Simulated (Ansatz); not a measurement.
`C[SiH2][SiH2]O` + H–F → `C[SiH2][SiH2]F` + H₂O at 500 K and 1 bar (ligand exchange at the Si–O bond).

Program: Ansatz. Geometries: PBE0-D4/def2-TZVP. ΔE: electronic, gas phase. CCSD(T)/CBS adds triple-zeta CCSD(T) − MP2 to the extrapolated MP2 energy (def2 sets, frozen cores). This one scheme is used for every species. Each species was taken in one conformer, which may not be the lowest.

```csv
species,CCSD(T)/CBS energy (Eh),H − E (kJ/mol),S (J/(mol·K))
`C[SiH2][SiH2]O`,-696.24339,275.1,433.9
H–F,-100.39570,39.4,188.7
`C[SiH2][SiH2]F`,-720.27653,241.7,418.5
H₂O,-76.37941,73.2,206.3
```

H − E and S are ideal-gas, rigid-rotor, harmonic terms from PBE0-D4/def2-TZVP, for one conformer and one mirror image of each species. 1 Eh = 2625.50 kJ/mol, R = 8.31446 J/(mol·K).

**Question.** By hand: ΔE, ΔH, ΔS and ΔG.

**Answer.** ΔE = (-720.27653) + (-76.37941) − (-696.24339) − (-100.39570) = -0.01685 Eh = -44.2 kJ/mol. Δ(H − E) = 241.7 + 73.2 − 275.1 − 39.4 = 0.4, so ΔH = -43.8 kJ/mol. ΔS = 418.5 + 206.3 − 433.9 − 188.7 = 2.2 J/(mol·K). ΔG = -43.8 − 500 × (2.2)/1000 = -44.9 kJ/mol.

**Question.** By hand: the equilibrium constant, and the temperature at which ΔG would vanish if ΔH and ΔS stayed fixed.

**Answer.** log₁₀ K = −ΔG/(RT ln 10) = 4.7. ΔH and −TΔS have one sign here, so there is no such temperature.

The number of gas molecules stays the same, so ΔS is small and ΔH decides. A doubt of 5 kJ/mol in ΔE shifts log₁₀ K by 0.5 here. Other conformers and mirror images would add mixing entropy, several J/(mol·K) or more a flexible species. Modes under 60 cm⁻¹, often nearly free rotors, make the harmonic entropy too high. These are equilibria of isolated gas molecules and say nothing of rates. Largest T1 diagnostic: 0.012 (customary marks: 0.02 for closed shells, 0.045 for open ones).

ΔS is within the doubt of such terms, so its sign, and with it that verdict, could turn.
